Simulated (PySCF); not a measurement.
InHCl2, SMILES [Cl][InH][Cl].

Geometry optimised at PBE0-D3(BJ)/def2-TZVP. The def2 effective core potentials stand for the cores of In; spin–orbit coupling is left out.

The numbers are results of IEF-PCM-B3LYP/def2-SVP (PySCF), not measurements.

The values are the electrostatic part of the solvation free energy, E(continuum) − E(gas) at the gas-phase geometry, in a cavity of scaled van der Waals radii (PySCF's table); cavitation and dispersion terms are not included. A continuum can't describe solvent molecules that bind to the metal. In vacuum the orbital gap is 6.36 eV. The dipole moment in vacuum is 2.36 D.

```tsv
solvent	ε	ΔG(elec) (kcal/mol)	dipole (D)	gap (eV)
water	78.36	-6.8	3.28	6.84
n-hexane	1.88	-2.4	2.68	6.58
ethanol	24.85	-6.5	3.23	6.83
```
